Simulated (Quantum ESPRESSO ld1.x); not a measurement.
The vanadium ion V+, configuration [Ar] 3d4 (the NIST ground configuration). Method: scalar-relativistic Kohn-Sham, LDA (Slater exchange, VWN5 correlation), spin-polarised, spherical densities, point nucleus; open shells are filled with parallel spins first; computed with ld1.x of Quantum ESPRESSO 7.5.

Unscreened Slater integrals over Kohn-Sham orbitals (eV). They are taken over the spin-up orbitals.

integral    value
F0(3d,3d)  16.932
F2(3d,3d)  7.4645
F4(3d,3d)  4.5761
F0(3d,3p)  19.761
F2(3d,3p)  8.9163
G1(3d,3p)  11.075
G3(3d,3p)  6.5805
F0(3d,3s)  20.312
G2(3d,3s)  8.2331
F0(3d,2p)  24.738
F2(3d,2p)  3.9018
G1(3d,2p)  2.6694
G3(3d,2p)  1.5106
F0(3p,3p)  23.896
F2(3p,3p)  11.899
F0(3p,3s)  24.713
G1(3p,3s)  16.343
F0(3p,2p)  32.673
F2(3p,2p)  6.2579
G0(3p,2p)  2.4518
G2(3p,2p)  2.5432
F0(3s,3s)  25.621
F0(3s,2p)  34.195
G1(3s,2p)  2.7605
F0(2p,2p)  90.600
F2(2p,2p)  42.488

Derived for the open shells (J is the average intra-shell exchange parameter used in DFT+U). 3d: Racah B = F2/49 - 5 F4/441 = 0.1005 eV, C = 35 F4/441 = 0.3632 eV, C/B = 3.62, F4/F2 = 0.613, J = (F2 + F4)/14 = 0.8600 eV.
